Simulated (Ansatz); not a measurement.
Species: sum formula H7Si3O (charge 0, doublet). It need not be the lowest isomer of its formula. 
Coordinates optimised at B3LYP-D3(BJ)/def2-TZVP (Ansatz, a first-principles code):
```
Si
O 1 1.6697
H 2 0.9616 1 117.87
Si 1 2.3411 2 107.34 3 170.52
H 4 1.4824 1 110.52 2 62.71
H 4 1.4838 5 108.98 1 -117.39
H 4 1.4856 5 108.54 6 -118.37
Si 1 2.3507 2 112.73 3 42.98
H 8 1.4830 1 108.30 2 -174.98
H 8 1.4857 9 108.80 1 -118.74
H 8 1.4870 9 108.81 10 -117.09
```
Charge 0, spin multiplicity 2.

Basis-set convergence of Hartree-Fock and CCSD(T) correlation energies (hartree) with Ansatz. Valence correlation only, unless marked. Open shells are spin-unrestricted. No spin-orbit coupling. No relativistic terms.

```tsv
basis	functions	E(HF)	E(corr, CCSD(T))
cc-pV(D+d)Z	118	-945.74671	-0.55383
cc-pV(T+d)Z	245	-945.81576	-0.68165
cc-pV(Q+d)Z	457	-945.83294	-0.72371
```

Extrapolating the two largest sets (X = 3 and 4) as X^-3: E(corr) = (64·(-0.72371) - 27·(-0.68165))/37 = -0.7544 Eh, an estimate of the basis-set limit. The largest set recovers 95.9 % of it, the smallest 73.4 %.
